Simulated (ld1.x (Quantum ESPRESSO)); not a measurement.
## erbium, TM semilocal: configuration errors across variants

Er (Z = 68), norm-conserving Troullier–Martins (semilocal form), made with ld1.x (Quantum ESPRESSO) 7.5 (PBEsol, non-relativistic). Core [Xe], reference 4f12 5d0 6s2 6p0. Waves: 6p (bound, empty): rc 3.10 bohr; 5d (bound, empty): rc 2.85 bohr; 4f (bound): rc 0.60 bohr; 6s (bound): rc 3.05 bohr. Local part: the s channel. Core correction: Bessel-smoothed model core inside 0.35 bohr.

All-electron excitation energies from the reference (eV): (1) 4f12 5d0 6s1 6p0 5.927; (2) 4f12 5d0 6s0 6p0 16.873; (3) 4f11 5d0 6s0 6p0 47.315; (4) 4f12 5d1 6s1 6p0 2.044; (5) 4f12 5d1 6s0 6p0 7.249; (6) 4f10 5d0 6s0 6p0 98.186; (7) 4f13 5d0 6s0 6p0 3.989.

In the semilocal form every listed channel keeps its own potential, so the choice of the local channel does not act on these tests. It acts once the file is put into the separable form.

A semilocal file is local in each channel, so a ghost entry of none says nothing of the separable form that plane-wave codes build from it.

2 further variants failed, have other tests or another functional or relativity, and are left out.

Errors AE − PS in meV (a dash: test not solved or not reliable):

| change | (1) | (2) | (3) | (4) | (5) | (6) | (7) | bound ghosts |
| --- | --- | --- | --- | --- | --- | --- | --- | --- |
| base | -2.8 | -52 | -1714 | -31 | -56 | -7350 | -830 | not determined |
| wave 6p (bound): rc 3.10 bohr becomes 6p (bound): rc 4.44 bohr | -2.8 | -52 | -1714 | -31 | -56 | -7350 | -830 | not determined |
| all radii but the core radius scaled by about 1.14 (s 3.48, p 3.54, d 3.26, f 0.68 bohr) | -3.2 | -51 | -1688 | -29 | -52 | -7303 | -848 | not determined |
| core correction none | -1.5 | +179 | -1110 | +13 | +31 | -5927 | -621 | not determined |
| local potential the f channel | -2.8 | -52 | -1713 | -31 | -56 | -7350 | -830 | not determined |

(1) Give the same row for: wave 5d (bound): rc 2.85 bohr becomes 5d (bound): rc 3.40 bohr.

Answers

(1) -2.8, -52, -1714, -24, -42, -7350, -830; bound ghosts: not determined.
